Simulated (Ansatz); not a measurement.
```yaml
crystal:
  periodic: [false, false, false]
  atoms:
    - {symbol: Ag, position_ang: [1.784978, 1.212155, 0.304781]}
    - {symbol: Ag, position_ang: [-1.891540, -1.059949, 0.516678]}
    - {symbol: Cu, position_ang: [0.048603, -0.149258, -0.777630]}
basis:
  gaussian: {orbitals: def2-mTZVP}
magnetization: {spin_polarized: true, initial_magnetization: 1}
hamiltonian: {xc: {name: BLYP}, pseudopotentials: {relativity: none}}
scf: {omitted_lower_state_checks: [starts]}
```

```sh
$ ansatz run in.yaml --threads 4 --pin off --events-out ev --progress --plain --max-ram 3916MiB
```

Shortened log:

```
Functional definition: BLYP
1085 factors; their error is unknown
mean field evaluation 1: about -52637.1688 eV, gradient 4.5e1 eV
mean field evaluation 2: about -51651.9940 eV, gradient 3.6e2 eV
mean field evaluation 4: about -52640.7248 eV, gradient 2.5e1 eV
mean field evaluation 8: about -52642.4415 eV, gradient 9.0e-1 eV
mean field evaluation 16: about -52642.4192 eV, gradient 2.1e-3 eV
mean field -52642.41915933 eV, -1934.5732217921 hartree, gradient 7.7e-5 eV, S^2 0.751268; 0 other end points of the search recorded, 0 dependent functions left out
reference -52642.41945157 eV, -1934.5732325316 hartree; 34, 33 occupied and 65, 66 virtual orbitals, 1085 factors
Total energy: -52642.41945157 eV, -1934.5732325316 hartree
Checks for a lower state left out: starts
```

It took 1.6 s on 4 threads of Intel Xeon on a shared host.

In the def2 sets Ag takes a core potential; there is no spin–orbit coupling.
